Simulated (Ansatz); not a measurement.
Isolated molecules relaxed with PBE0-D4/def2-TZVP in Ansatz; ΔE leaves out vibrations. CBS: MP2 limit from def2 TZ/QZ plus the TZ coupled-cluster correction, frozen cores. DFT in def2-TZVPP. HSE06 is defined as in plane-wave codes. def2 core potentials past Kr. For Hf outer-core shells are correlated without core-valence functions, which leaves a few kJ/mol of doubt a bond. Each species was taken in one conformer, which may not be the lowest.

Reaction (redistribution): `[NH2][Hf]([NH2])([NH2])[Cl]` + `O[Si](O)(F)F` → `[NH2][Hf]([NH2])([F])[Cl]` + `N[Si](O)(O)F`

```csv
level,ΔE (kJ/mol),difference from CCSD(T)/CBS
LDA (SPW92),-40.4,-11.2
PBE-D4,-42.5,-13.3
r2SCAN-D4,-38.3,-9.1
B97M-V,-37.4,-8.2
HSE06-D4,-39.0,-9.8
ωB97X-V,-41.5,-12.3
B2PLYP,-35.4,-6.2
PBE,-42.5,-13.3
r2SCANh,-37.5,-8.3
LC-ωPBE,-47.9,-18.7
HF/def2-SVP,-48.7,-19.5
CCSD/def2-TZVPP,-29.7,-0.5
CCSD(T)/def2-TZVPP,-29.8,-0.6
HF/def2-QZVPP,-30.6,-1.4
SCS-MP2/def2-QZVPP,-28.6,0.6
MP2/CBS(def2),-28.1,1.1
CCSD(T)/CBS,-29.2,0
```

Largest T1 diagnostic among the species: 0.014.

From BLYP to BHLYP (50 % exact exchange), in def2-TZVPP and without D4, ΔE moves by +4.4 kJ/mol. Leaving LDA and LC-ωPBE aside and taking each functional with its dispersion term where it has one, the values, not all of them listed here, spread over 10.8 kJ/mol, from revPBE-D4 to PBE-QIDH. At CCSD(T), def2-SVP lies −13.7 kJ/mol from the extrapolated value and def2-TZVPP −0.6 kJ/mol.

CCSD(T)/CBS has its own doubt, a few kJ/mol and more with outer-core shells, so smaller differences from it don't rank the levels.
